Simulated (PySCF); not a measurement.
C₅H₉FSi.
Atom-mapped SMILES: `[CH2:1]=[CH:2]/[CH:3]=[C:4](/[CH3:5])[SiH2:6][F:7]` (hydrogens: H8, H9 on C1; H10 on C2; H11 on C3; H12, H13, H14 on C5; H15, H16 on Si6)

Geometry (GFN2-xTB, Å), atoms numbered from 1 in this order:
```xyz
16
C5H9FSi angstrom
C      2.802   -1.023    0.109
C      1.717   -0.261    0.001
C      0.372   -0.770    0.097
C     -0.742   -0.028    0.010
C     -2.093   -0.671    0.122
Si    -0.724    1.840   -0.249
F     -2.268    2.309   -0.221
H      2.730   -2.085    0.277
H      3.796   -0.617    0.034
H      1.816    0.804   -0.167
H      0.291   -1.841    0.253
H     -2.638   -0.256    0.969
H     -2.683   -0.465   -0.770
H     -2.012   -1.749    0.249
H     -0.259    2.239   -1.572
H     -0.114    2.581    0.848
```

Theory: TDDFT CAM-B3LYP/def2-SVPD, vertical, gas phase, core orbitals frozen in the response (PySCF).

Transition dipole moments from the ground state, in atomic units and in the frame of the coordinates above (overall signs are arbitrary), for the states with f of 0.002 or more among the lowest 7:

```tsv
state	E (eV)	μx	μy	μz
S1	5.494	2.090	-0.975	0.114
S3	6.460	0.015	-0.017	-0.121
S4	6.649	-0.017	-0.031	-0.222
S5	7.063	0.200	0.074	-0.007
S7	7.263	-0.004	0.048	0.339
```

(1) Work out the oscillator strengths.

(2) What angle do the transition dipoles of S1 and S7 make?

(3) How is the summed strength of these states shared among x, y and z?

(4) What peak molar absorption coefficient would the strongest computed level give as a lone Gaussian band 0.5 eV wide at half height?

Answers

(1) f = (2/3) ΔE |μ|² with ΔE in hartree (27.2114 eV).

```csv
state,|μ|² (au),|μ| (D),f
S1,5.332,5.87,0.718
S3,0.015,0.31,0.002
S4,0.050,0.57,0.008
S5,0.045,0.54,0.008
S7,0.117,0.87,0.021
```

(2) |cos θ| = |μa·μb| / (|μa| |μb|) = 0.02, so θ ≈ 89° (taken between 0 and 90°, since the signs are arbitrary).

(3) (2/3) Σ ΔE μα² gives 0.595 for x, 0.129 for y and 0.033 for z, 0.757 in all.

(4) ε(max) = 2.175×10⁸ f / FWHM, with the width in cm⁻¹. S1: 2.175×10⁸ × 0.7177 / 4033 ≈ 39000 L mol⁻¹ cm⁻¹.

One conformer stands for the species.
